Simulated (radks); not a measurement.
Question: The bromine anion Br-, [Kr], held by a Watson sphere: a shell of charge +1 at radius R that stands for the Madelung well of a crystal (potential energy -1/R inside, -1/r outside, in hartree with lengths in bohr). Method: scalar-relativistic Kohn-Sham, LDA (Slater exchange, Perdew-Wang correlation), spin-polarised, spherical densities, point nucleus; computed with a radial shooting solver on a logarithmic mesh with Libxc functionals. Response by self-consistent Sternheimer equations with the Hartree and adiabatic LDA kernel, the relativistic mass of each level held fixed and spin-orbit coupling left out. The sphere does not respond.

| R (bohr) | e(3d) (eV) | e(4s) (eV) | e(4p) (eV) | <r> 4p (bohr) | sum of <r^2> (bohr^2) | X-ray form factor at sin(theta)/lambda = 0.3 1/angstrom | alpha (bohr^3) |
|---|---|---|---|---|---|---|---|
| 3.64 | -64.443 | -18.393 | -6.640 | 2.253 | 50.82 | 23.809 | 36.53 |
| 4.06 | -64.028 | -17.905 | -6.153 | 2.274 | 51.71 | 23.813 | 40.05 |
| 4.26 | -63.838 | -17.690 | -5.937 | 2.281 | 52.06 | 23.815 | 41.64 |
| 4.64 | -63.492 | -17.312 | -5.555 | 2.294 | 52.63 | 23.816 | 44.47 |

Estimate the row for R = 4.27 bohr.

Answer: e(3d) (eV) -63.829; e(4s) (eV) -17.680; e(4p) (eV) -5.926; <r> 4p (bohr) 2.282; sum of <r^2> (bohr^2) 52.08; X-ray form factor at sin(theta)/lambda = 0.3 1/angstrom 23.815; alpha (bohr^3) 41.72.
